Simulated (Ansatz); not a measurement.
```yaml
crystal:
  periodic: [true, true, true]
  atoms:
    - {symbol: C, position_ang: [-0.673062, 0.725336, 1.855398]}
    - {symbol: O, position_ang: [0.228372, 0.334970, 0.842078]}
    - {symbol: Ge, position_ang: [-0.386237, -0.228860, -0.726611]}
    - {symbol: F, position_ang: [-1.264808, -1.716288, -0.404696]}
    - {symbol: Al, position_ang: [1.701502, -0.711769, -2.009694]}
    - {symbol: H, position_ang: [-1.418719, 1.441485, 1.486275]}
    - {symbol: H, position_ang: [-0.101403, 1.206103, 2.652664]}
    - {symbol: H, position_ang: [-1.200127, -0.137523, 2.275891]}
    - {symbol: H, position_ang: [-1.517235, 0.736862, -1.163362]}
    - {symbol: H, position_ang: [2.261045, 0.385380, -3.005974]}
    - {symbol: H, position_ang: [2.435872, -2.092794, -1.781367]}
basis:
  gaussian: {orbitals: 6-31G}
magnetization: {spin_polarized: true, initial_magnetization: 2}
hamiltonian: {xc: {name: BLYP}}
```

```sh
$ ansatz run in.yaml --threads 4 --pin off --events-out ev --progress --plain --max-ram 10444MiB
```

Output, abridged:

```
Error: YAML parse error: error: line 2 column 3: crystal: missing field `lattice` (a structure is typed as `lattice` and `atoms`, a molecule's as `atoms` in Å alone, or read from a run's directory, `checkpoint`)
 --> <input>:2:3
1 | crystal:
2 |   periodic: [true, true, true]
3 |   atoms:
4 |     - {symbol: C, position_ang: [-0.673062, 0.725336, 1.855398]}
```

In this input the molecule is marked periodic without a cell. The program refused the input.
